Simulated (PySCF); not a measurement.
**Levels of Pr⁵⁶⁺ from EOM-EA-GCCSD**

Reference: closed-shell Pr⁵⁷⁺, 1s2; one electron is added. Calculated with PySCF 2.14, two-component X2C-1e with screened spin-orbit coupling, an uncontracted even-tempered set (16 s from 16 bohr⁻², ratio 2.6; 12 p from 21 bohr⁻², ratio 2.6; 6 d from 22 bohr⁻², ratio 2.8; 3 f from 930 bohr⁻², ratio 2.8); frozen nothing; the 30 highest virtual spinors dropped; of the others 56 kept and the rest restored at second order. No Breit or QED terms. Binding energies in eV.

```json
{"level": "2s1/2", "Koopmans": "11907.1", "second order": "11907.4", "EOM-CCSD": "11907.4"}
{"level": "2p1/2", "Koopmans": "11776.5", "second order": "11776.9", "EOM-CCSD": "11776.9"}
{"level": "2p3/2", "Koopmans": "11214.8", "second order": "11215.1", "EOM-CCSD": "11215.1"}
```

Electric-dipole lines between these computed levels:

```json
{"lower": "2s1/2", "upper": "2p1/2", "ΔE (eV)": "130.41", "vacuum wavelength (nm)": "9.507"}
{"lower": "2s1/2", "upper": "2p3/2", "ΔE (eV)": "692.22", "vacuum wavelength (nm)": "1.791"}
```

For comparison, the ionisation energy of Pr⁵⁶⁺ is 11895.89 ± 0.06 eV (theoretical estimate listed by NIST; NIST Atomic Spectra Database, ionization energies).

Only part of the computed levels is shown.
